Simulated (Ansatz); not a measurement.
CH6GeTe (`C[Te][GeH3]`). The species carries charge 0 and has multiplicity 1. Te: def2 effective core potential. All single points use the PBE0-D4/def2-TZVP geometry.

```xyz
9

C    -1.292    0.859    0.800
Te   -0.101   -0.832    1.385
Ge    1.261   -0.848   -0.767
H    -0.652    1.725    0.646
H    -1.981    1.052    1.620
H    -1.851    0.622   -0.102
H     2.263   -2.006   -0.662
H     2.012    0.484   -0.936
H     0.341   -1.057   -1.982
```

**Question.** What is the dipole moment at PBE/def2-TZVPP? (An estimate is asked.)

**Answer.** Ansatz gave: 1.08 D, with components (-0.47, 0.84, -0.49) D in this frame, pointing from negative to positive charge.

**Question.** And with r2SCAN, B3LYP, ωB97M-V? (An estimate is asked.)

**Answer.** Computed: r2SCAN 1.17 D, B3LYP 1.07 D, ωB97M-V 1.08 D.

**Question.** Give the Mulliken charges with PBE, ωB97M-V, r2SCAN in def2-TZVPP. (Estimate.)

**Answer.** The calculation gave: 
| atom | PBE | ωB97M-V | r2SCAN |
| --- | --- | --- | --- |
| C1 | -0.45 | -0.53 | -0.35 |
| Te2 | -0.06 | -0.03 | -0.10 |
| Ge3 | 0.09 | 0.02 | 0.14 |
| H4 | 0.15 | 0.16 | 0.12 |
| H5 | 0.14 | 0.16 | 0.11 |
| H6 | 0.15 | 0.16 | 0.12 |
| H7 | 0.00 | 0.02 | -0.01 |
| H8 | -0.01 | 0.02 | -0.01 |
| H9 | -0.01 | 0.02 | -0.01 |

B3LYP here is the variant with VWN-RPA as its local correlation; programs differ in this.
